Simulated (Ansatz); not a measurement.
Ansatz (a program for electronic structure) input:

Ansatz 0.2 input:
```yaml
crystal:
  periodic: [false, false, false]
  atoms:
    - {symbol: B, position_ang: [-0.33798655, 0.09072788, -0.26029403]}
    - {symbol: F, position_ang: [0.16984528, 1.06678607, 0.49152463]}
    - {symbol: H, position_ang: [-1.29656343, 0.31832136, -0.94508974]}
    - {symbol: N, position_ang: [0.12028459, -1.22942007, -0.18464519]}
    - {symbol: H, position_ang: [0.61589645, -1.76709498, -0.88464550]}
basis:
  gaussian:
    orbitals: def2-TZVPD
hamiltonian:
  xc: {name: B2PLYP}
magnetization: {spin_polarized: true, initial_magnetization: 1}
correlation: {electrons: outside_noble_gas}
```

Task: Which total energy does the run end on?

Result: -180.61168 Eh (B2PLYP/def2-TZVPD). The basis has 132 functions.

It need not be the lowest isomer of its formula.
